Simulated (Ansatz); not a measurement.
`B[SiH2]C=O` → `BC=O` + `[SiH2]` at 600 K and 1 bar (silylene formation by 1,1-elimination).

Gas-phase electronic energies from Ansatz, PBE0-D4/def2-TZVP geometries. CBS: MP2 limit from def2 TZ/QZ plus the TZ coupled-cluster correction, frozen cores. This one scheme is used for every species. Each species was taken in one conformer, which may not be the lowest.

| species | CCSD(T)/CBS energy (Eh) | H − E (kJ/mol) | S (J/(mol·K)) |
| --- | --- | --- | --- |
| `B[SiH2]C=O` | -430.02973 | 199.0 | 414.1 |
| `BC=O` | -139.76288 | 135.1 | 316.8 |
| `[SiH2]` | -290.19011 | 52.1 | 233.9 |

H − E and S are ideal-gas, rigid-rotor, harmonic terms from PBE0-D4/def2-TZVP, for one conformer and one mirror image of each species. 1 Eh = 2625.50 kJ/mol, R = 8.31446 J/(mol·K).

**Question.** By hand: ΔE, ΔH, ΔS and ΔG.

**Answer.** ΔE = (-139.76288) + (-290.19011) − (-430.02973) = 0.07674 Eh = 201.5 kJ/mol. Δ(H − E) = 135.1 + 52.1 − 199.0 = -11.8, so ΔH = 189.7 kJ/mol. ΔS = 316.8 + 233.9 − 414.1 = 136.6 J/(mol·K). ΔG = 189.7 − 600 × (136.6)/1000 = 107.7 kJ/mol.

**Question.** By hand: the equilibrium constant, and the temperature at which ΔG would vanish if ΔH and ΔS stayed fixed.

**Answer.** log₁₀ K = −ΔG/(RT ln 10) = -9.4. ΔG = 0 at ΔH/ΔS = 1389 K.

The number of gas molecules changes by +1, which sets the sign of ΔS. A doubt of 5 kJ/mol in ΔE shifts log₁₀ K by 0.4 here. Other conformers and mirror images would add mixing entropy, several J/(mol·K) or more a flexible species. Modes under 60 cm⁻¹, often nearly free rotors, make the harmonic entropy too high. These are equilibria of isolated gas molecules and say nothing of rates. Largest T1 diagnostic: 0.021 (customary marks: 0.02 for closed shells, 0.045 for open ones).
